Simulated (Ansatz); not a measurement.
A series at Sc: from `[OH][Sc]([OH])[OH]`, ligands are replaced one by one, each step taking up HCl and setting free H₂O; n counts the steps. Ansatz, PBE0-D4/def2-TZVP geometries. Each molecule was computed in one conformer, which needn't be the lowest.

```csv
n,molecule,"HOMO energy, ωB97M-V/def2-TZVPP (eV)"
0,`[OH][Sc]([OH])[OH]`,?
1,`[OH][Sc]([OH])[Cl]`,-10.68
2,`[OH][Sc]([Cl])[Cl]`,-11.10
3,`[Cl][Sc]([Cl])[Cl]`,-11.47
```

**Question.** By hand: fit a straight line y = ȳ + b (n − n̄) to the 3 given rows and predict n = 0.

**Answer.** n̄ = 2.000, ȳ = -11.083; Σ(n − n̄)(y − ȳ) = -0.790, Σ(n − n̄)² = 2.000, so b = -0.395 eV a step. Prediction: -11.083 + (-0.395) × (-2.000) = -10.29 eV.

**Question.** By hand: compare with the computed value, -10.62 eV, and give the steps along the whole series.

**Answer.** The line misses by -0.33 eV (computed minus predicted). Steps: -0.06, -0.42, -0.37 eV.

The steps differ by up to 0.36 eV without a steady trend. The highest orbital can change its character along such a series. The miss is 38.8 % of the series' range.
